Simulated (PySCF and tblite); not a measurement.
Values are calculated unless marked as measured or tabulated.
3 regioisomers of C9H16S:

```
isomer                                                                       SMILES
     A  [CH3:1][S:2][C@@H:3]1[CH2:4][CH2:5][C@@H:6]2[CH2:7][CH2:8][CH2:9][C@H:10]12
     B    [CH3:1][S:2][CH:3]1[CH2:4][C@H:5]2[CH2:6][CH2:7][CH2:8][C@@H:9]2[CH2:10]1
     C    [CH3:1][S:2][C@:3]12[CH2:4][CH2:5][CH2:6][C@@H:7]1[CH2:8][CH2:9][CH2:10]2
```

Protocol: conformer search, at most 6 conformers an isomer, GFN2-xTB geometries, energies PBE0/6-31G* (D3(BJ) added where defined), weights at 298.15 K with GFN2-xTB thermal terms. Programs: PySCF with density fitting and tblite.

(1) Rank the isomers by free energy at 298.15 K.

The cap on conformers cut off some of the population, so the set may be incomplete. The search found a single conformer for at least one isomer; other rotamers may be missing.

Results:

(1) 
```
isomer  ΔG (kcal/mol)  ΔE, lowest conformer  conformers  largest weight %  rms dipole (D)
     A            0.0                   0.0           6                41            1.74
     B            7.9                   8.2           3                59            1.81
     C            8.5                   8.7           1               100            1.59
```

ΔG is for one enantiomer.
